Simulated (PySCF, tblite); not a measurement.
C7H4O2.
Atom-mapped SMILES: `[CH:1]#[C:2][c:3]1[c:4]([CH3:5])[c:6](=[O:7])[c:8]1=[O:9]` (hydrogens: H10 on C1; H11, H12, H13 on C5)

Structure optimised with GFN2-xTB, isolated species.

(1) Give the optimised bond lengths and angles.

Results:

(1) 
```json
{"bond": "C1≡C2", "length (Å)": "1.205", "order": "triple"}
{"bond": "C2–C3", "length (Å)": "1.390", "order": "single"}
{"bond": "C3–C4", "length (Å)": "1.374", "order": "aromatic"}
{"bond": "C4–C5", "length (Å)": "1.470", "order": "single"}
{"bond": "C4–C6", "length (Å)": "1.487", "order": "aromatic"}
{"bond": "C6=O7", "length (Å)": "1.197", "order": "double"}
{"bond": "C6–C8", "length (Å)": "1.543", "order": "aromatic"}
{"bond": "C8=O9", "length (Å)": "1.193", "order": "double"}
{"bond": "C3–C8", "length (Å)": "1.500", "order": "aromatic"}
{"bond": "C1–H10", "length (Å)": "1.050", "order": "single"}
{"bond": "C5–H11, C5–H12, C5–H13", "length (Å)": "1.090", "order": "single"}
```

Bonds in one row agree within 0.01 Å and their mean is given. Orders are formal, as drawn. A selection of angles:
```json
{"angle": "C1–C2–C3", "degrees": "177.5"}
{"angle": "C2–C3–C4", "degrees": "134.7"}
{"angle": "C2–C3–C8", "degrees": "132.0"}
{"angle": "C4–C3–C8", "degrees": "93.2"}
{"angle": "C3–C4–C5", "degrees": "134.7"}
{"angle": "C3–C4–C6", "degrees": "93.3"}
{"angle": "C5–C4–C6", "degrees": "132.1"}
{"angle": "C4–C6–O7", "degrees": "135.7"}
{"angle": "C4–C6–C8", "degrees": "87.2"}
{"angle": "O7–C6–C8", "degrees": "137.0"}
{"angle": "C6–C8–O9", "degrees": "137.9"}
{"angle": "C3–C8–C6", "degrees": "86.3"}
{"angle": "C3–C8–O9", "degrees": "135.8"}
```

The C–C distances run from 1.205 Å (C1≡C2, drawn triple) to 1.543 Å (C6–C8, drawn aromatic), a spread of 0.338 Å. The 4-membered ring C3–C4–C6–C8 has internal angles of 86.3° to 93.3°; it is planar, 0.01 Å rms from its mean plane, widest ring torsion 1°.

Point group: near Cs, missed by 0.10 Å at most; the miss may be what the optimiser left on a soft mode. Its GFN2-xTB frequencies are all real (lowest 43 cm⁻¹).

All values are computed, not measured.
